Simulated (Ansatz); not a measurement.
CH$_{7}$AlFNSi, SMILES `[F][AlH][NH]C[SiH3]`, relaxed with RKS PBE-D4/def2-SVP in Ansatz from a rough embedded geometry. The force threshold is 0.03 eV/Å; the program also tests the step.

The species carries charge 0 and has multiplicity 1.

Start:

```xyz
12

F    -1.121    3.189   -0.670
Al    0.303    2.444   -0.003
N     0.166    0.650    0.637
C    -0.102   -0.310   -0.441
Si   -0.393   -2.019    0.237
H     1.700    3.243    0.055
H     1.184    0.379    0.978
H     0.661   -0.309   -1.231
H    -1.108    0.065   -0.869
H    -0.754   -2.898   -0.831
H     0.878   -2.439    0.859
H    -1.415   -1.994    1.276
```

```json
{"step": "1", "energy (eV)": "-19811.5176", "largest force (eV/Å)": "2.425", "largest move (Å)": "0.000"}
{"step": "2", "energy (eV)": "-19812.0087", "largest force (eV/Å)": "1.272", "largest move (Å)": "0.184"}
{"step": "3", "energy (eV)": "-19812.1772", "largest force (eV/Å)": "0.938", "largest move (Å)": "0.195"}
{"step": "4", "energy (eV)": "-19812.2654", "largest force (eV/Å)": "1.021", "largest move (Å)": "0.196"}
{"step": "5", "energy (eV)": "-19812.3449", "largest force (eV/Å)": "0.586", "largest move (Å)": "0.200"}
{"step": "6", "energy (eV)": "-19812.3862", "largest force (eV/Å)": "0.128", "largest move (Å)": "0.192"}
{"step": "7", "energy (eV)": "-19812.4108", "largest force (eV/Å)": "0.128", "largest move (Å)": "0.200"}
{"step": "8", "energy (eV)": "-19812.4203", "largest force (eV/Å)": "0.389", "largest move (Å)": "0.195"}
{"step": "9", "energy (eV)": "-19812.4276", "largest force (eV/Å)": "0.216", "largest move (Å)": "0.097"}
{"step": "10 (rejected)", "energy (eV)": "-19812.4216", "largest force (eV/Å)": "0.360", "largest move (Å)": "0.090"}
{"step": "11", "energy (eV)": "-19812.4329", "largest force (eV/Å)": "0.046", "largest move (Å)": "0.044"}
{"step": "12", "energy (eV)": "-19812.4349", "largest force (eV/Å)": "0.051", "largest move (Å)": "0.098"}
{"step": "13", "energy (eV)": "-19812.4353", "largest force (eV/Å)": "0.100", "largest move (Å)": "0.108"}
{"step": "14", "energy (eV)": "-19812.4357", "largest force (eV/Å)": "0.065", "largest move (Å)": "0.013"}
{"step": "15", "energy (eV)": "-19812.4360", "largest force (eV/Å)": "0.002", "largest move (Å)": "0.007"}
```

End:

```xyz
12

F    -1.275    2.779   -0.360
Al    0.216    2.328    0.273
N     0.763    0.669   -0.089
C     0.054   -0.389   -0.810
Si   -0.477   -1.796    0.370
H     1.085    3.340    1.125
H     1.657    0.345    0.296
H     0.657   -0.802   -1.653
H    -0.862    0.033   -1.278
H    -1.126   -2.946   -0.359
H     0.743   -2.311    1.091
H    -1.435   -1.251    1.395
```

Run time 18 s (4 threads of an Intel Xeon 6975P-C on a shared host); peak host memory 0.2 GiB.
